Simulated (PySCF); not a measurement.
Cl3Sc, charge +1, multiplicity 2. Atoms are numbered in the order given.

```xyz
4

Sc    -0.3379    -0.6723     0.0000
Cl     1.3367     0.2217     1.3928
Cl    -2.2560     0.3871     0.0000
Cl     1.3367     0.2217    -1.3928
```
Charge +1, spin multiplicity 2.

Coordinates come from a B3LYP-D3(BJ)/def2-SVP optimisation. The multiplicity is an assumed one; other spin states were not compared.

Method: TDA-PBE/def2-SVPD run with PySCF.

Vertical excitations. Gas-phase values at a fixed geometry.

| state | energy (eV) | λ (nm) | f | main pairs |
|---|---|---|---|---|
| root 1 | 0.91 | 1356 | 0.001 | β HOMO→LUMO 99 % |
| root 2 | 1.06 | 1168 | 0.000 | β HOMO−1→LUMO 100 % |
| root 3 | 1.36 | 914 | 0.003 | β HOMO−2→LUMO 99 % |
| root 4 | 1.68 | 738 | 0.000 | β HOMO−3→LUMO 100 % |
| root 5 | 1.98 | 625 | 0.000 | β HOMO−4→LUMO 92 % |
| root 6 | 2.17 | 571 | 0.000 | β HOMO−6→LUMO 100 % |
| root 7 | 2.41 | 513 | 0.009 | β HOMO−5→LUMO 72 %, β HOMO−7→LUMO 21 % |
| root 8 | 3.50 | 355 | 0.041 | α HOMO−2→LUMO 20 %, α HOMO→LUMO 8 %, β HOMO−7→LUMO 42 %, β HOMO→LUMO+1 11 % |
| root 9 | 3.69 | 336 | 0.002 | α HOMO−2→LUMO 13 %, β HOMO→LUMO+1 83 % |
| root 10 | 3.74 | 331 | 0.003 | α HOMO→LUMO 89 % |
Unrestricted roots are not spin-pure.
